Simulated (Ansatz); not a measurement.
(KH)2 ring (K2H2), relaxed as a singlet with RKS PBE0-D4/def2-TZVP in Ansatz, starting from the GFN2-xTB geometry. Force threshold 0.02 eV/Å.

Start:

```
atom    x (Å)    y (Å)    z (Å)
  K1  -0.8431  -0.1039  -1.4096
  H2  -1.0128  -0.6906   0.7948
  K3   0.8430   0.1043   1.4097
  H4   1.0129   0.6902  -0.7948
```

```csv
step,energy (eV),largest force component (eV/Å),SCF passes
1,-32671.2606,1.027,21
2,-32671.6819,0.144,25
3,-32671.6827,0.095,21
4,-32671.7021,0.042,22
5,-32671.7037,0.004,20
```

Force components are those of the run's own axes.

End:

```tsv
atom	x (Å)	y (Å)	z (Å)
K1	-0.9616	-0.1437	-1.4976
H2	-1.2325	-0.8180	0.8700
K3	0.9616	0.1437	1.4976
H4	1.2325	0.8180	-0.8700
```

By distances, no bond broke or formed. The bond that changes most is K1–H4, from 2.11 to 2.48 Å (atoms count from 1).

No frequencies were taken in this run, so the end may be a saddle point.

It took 4.8 s on 4 threads of Arm Neoverse V1 on a shared host.
